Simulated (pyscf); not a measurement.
Structures and frequencies: ωB97X-D3(BJ)/def2-SVP in PySCF.

How much does it cost (ΔH, 298 K, ωB97M-D3(BJ)/def2-TZVP) to split `[OH][SiH2][In]([F])[F]` at its In–Si bond into HO–SiH₂• + [F–In–F]•?

In–Si to HO–SiH₂• + [F–In–F]•: 61.8 kcal/mol. The 7 functionals that were run give +55.6 (PBE) to +68.6 kcal/mol (ωB97X-D3(BJ)). The radicals are drawn with the spin at the cut bond; how far it spreads was not checked. Other isomers of HO–SiH₂• were not searched in full and may lie lower. Elements past Kr carry the def2 core potentials, without spin-orbit coupling.
